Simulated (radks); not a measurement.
Neutral cerium, configuration [Xe] 4f1 5d2 7p1 (not the ground configuration).

Method: scalar-relativistic Kohn-Sham, LDA (Slater exchange, Perdew-Wang correlation), spin-polarised, spherical densities, finite nucleus; open shells are filled with parallel spins first (spin-orbit coupling, left out, can overturn this in heavy ions); Fermi nuclear charge, rms radius 4.8771 fm; computed with a radial shooting solver on a logarithmic mesh with Libxc functionals.

Energy parts (eV):
total: -240911.03
kinetic: 255254.66
electron-nucleus: -583624.85
Hartree: 92972.74
exchange-correlation: -5513.58

Orbitals (lengths in bohr, moments of r in powers of bohr; <r^-3> diverges for s and p1/2):
orbital,occ.,eigenvalue (eV),<r^-3>
1s down,1,-40226.65,-
1s up,1,-40226.65,-
2s up,1,-6443.330,-
2s down,1,-6443.272,-
2p up,3,-5774.210,7964
2p down,3,-5774.165,7965
3s up,1,-1388.288,-
3s down,1,-1387.996,-
3p up,3,-1175.399,1593
3p down,3,-1175.107,1593
3d up,5,-871.9808,218.5
3d down,5,-871.7314,218.6
4s up,1,-282.0482,-
4s down,1,-281.2557,-
4p up,3,-212.4812,345.5
4p down,3,-211.6857,345.5
4d up,5,-112.2893,38.87
4d down,5,-111.4822,38.88
5s up,1,-42.7138,-
5s down,1,-41.7223,-
5p up,3,-25.4316,50.02
5p down,3,-24.3660,50.47
4f up,1,-7.5424,4.221
4f down,0,-6.6436,4.254
5d up,2,-5.5167,2.459
5d down,0,-4.3921,2.402
7p up,1,-0.9537,0.7713
7p down,0,-0.7057,0.7286

The highest occupied level is 7p up at -0.954 eV. The configuration is held as typed, so some empty levels lie below it. The density falls to 0.001 e/bohr^3 at r = 4.45 bohr. The electron density at the nucleus is 3.961e+05 e/bohr^3 (large components only). The spin density at the nucleus is -2.459 e/bohr^3 (1s -0.019, 2s -0.215, 3s -1.226, 4s -0.068, 5s -0.931).
